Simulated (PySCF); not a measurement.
C₅H₅, SMILES [C]1=CCC=C1, multiplicity 2.

Geometry: PBE0-D3(BJ)/def2-SVP. The isomer is the one that the SMILES or the coordinates give; other isomers of the formula were not compared. The values are those of a single conformer.

Calculation: TDA-PBE/def2-SVPD run with PySCF.

Vertical excitations. The molecule is in vacuum.

Computed excitation energies, oscillator strengths and character:
```
state    energy (eV)  λ (nm)      f                                                                        main pairs
-------  -----------  ------  -----  --------------------------------------------------------------------------------
root 1          2.06     601  0.001                                                                  β HOMO→LUMO 99 %
root 2          3.19     389  0.000                                              α HOMO→LUMO 50 %, β HOMO→LUMO+1 49 %
root 3          3.92     316  0.001                                            α HOMO−1→LUMO 29 %, β HOMO−1→LUMO 70 %
root 4          4.20     295  0.002                                            α HOMO−1→LUMO 71 %, β HOMO−1→LUMO 29 %
root 5          5.19     239  0.002  α HOMO−2→LUMO 28 %, α HOMO→LUMO+2 18 %, β HOMO−1→LUMO+1 41 %, β HOMO→LUMO+3 10 %
root 6          5.30     234  0.072       α HOMO→LUMO 31 %, β HOMO→LUMO+1 32 %, β HOMO−2→LUMO 22 %, β HOMO−3→LUMO 7 %
root 7          5.65     220  0.032                                               α HOMO→LUMO 8 %, β HOMO−2→LUMO 77 %
root 8          5.83     213  0.013                                                                β HOMO−3→LUMO 88 %
root 9          5.89     210  0.000                                            α HOMO→LUMO+1 19 %, β HOMO→LUMO+2 80 %
root 10         5.97     208  0.000                                            α HOMO→LUMO+1 80 %, β HOMO→LUMO+2 19 %
```
Unrestricted roots are not spin-pure.
